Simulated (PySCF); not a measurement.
## Mn²⁺ (manganese, charge +2) across methods

[Ar] 3d5, high-spin 6S determinant. Calculation: PySCF 2.14, in aug-cc-pVTZ-DK (8s7p5d3f2g, 93 functions); the spin-free X2C one-electron Hamiltonian (Gaussian nucleus). The B2PLYP total includes its PT2 part (frozen core); its orbital energies are those of the SCF part.

| method | E (hartree) | mean ε 3p α (eV) | mean ε 3p β (eV) | mean ε 3d α (eV) | Σ⟨r²⟩ (bohr²) | ⟨S²⟩ |
| --- | --- | --- | --- | --- | --- | --- |
| M06-2X | -1157.698 | -82.447 | -74.581 | -30.589 | 16.05 | 8.751 |
| PBE | -1157.444 | -74.056 | -68.789 | -25.876 | 16.37 | 8.750 |
| PBE0 | -1157.486 | -78.803 | -71.609 | -28.265 | 16.18 | 8.750 |
| M06-L | -1157.644 | -76.143 | -68.967 | -25.615 | 15.91 | 8.751 |
| r2SCAN | -1157.666 | -76.216 | -69.352 | -26.192 | 16.17 | 8.750 |
| LDA | -1155.230 | -73.950 | -68.932 | -26.096 | 16.39 | 8.750 |
| UHF | -1156.61606 | -92.259 | -78.568 | -34.819 | 15.86 | 8.751 |
| HSE06 | -1157.503 | -78.387 | -71.231 | -27.829 | 16.20 | 8.750 |

(1) Estimate the same row for B2PLYP.

Answers

(1) E (hartree) = -1157.430; mean ε 3p α (eV) = -83.714; mean ε 3p β (eV) = -74.317; mean ε 3d α (eV) = -30.616; Σ⟨r²⟩ (bohr²) = 16.08; ⟨S²⟩ = 8.751.
